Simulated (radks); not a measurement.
Results of a calculation; reference values are marked as such.
Q: The table gives one normalised radial function P(r) = r R(r) of V in [Ar] 3d3 4s2 (r in bohr). Level of theory: non-relativistic Kohn-Sham, exchange-only LDA, spin-polarised, spherical densities, point nucleus; open shells are filled with parallel spins first (a radial shooting solver on a logarithmic mesh with Libxc functionals).

r         P
0.007872   0.0378
0.01042    0.0471
0.01389    0.0576
0.01838    0.0680
0.02452    0.0770
0.03244    0.0815
0.04327    0.0773
0.05725    0.0601
0.07635    0.0245
0.101     -0.0271
0.1347    -0.0883
0.1783    -0.1347
0.2378    -0.1375
0.3146    -0.0722
0.4196     0.0576
0.5552     0.1889
0.7405     0.2385
0.9798     0.1431
1.307     -0.0814
1.729     -0.3303
2.306     -0.5131
3.051     -0.5620
4.07      -0.4769
5.385     -0.3155
7.182     -0.1528
9.503     -0.0531
12.67     -0.0115
16.77     -0.0015

Which n and l does it have? It may be an empty orbital.

A: n = 4, l = 0: the number of nodes gives n - l - 1 = 3, the rise at small r (about r^(l+1)) gives l, and the extent must fit the shell. The curve is that of 4s down; the table hardly tells the two spins apart. 4s down: eigenvalue -3.348 eV, 3 radial nodes at r = 0.0881, 0.373, 1.19 bohr, <r> = 3.66 bohr, 90 % of the charge inside 5.63 bohr.
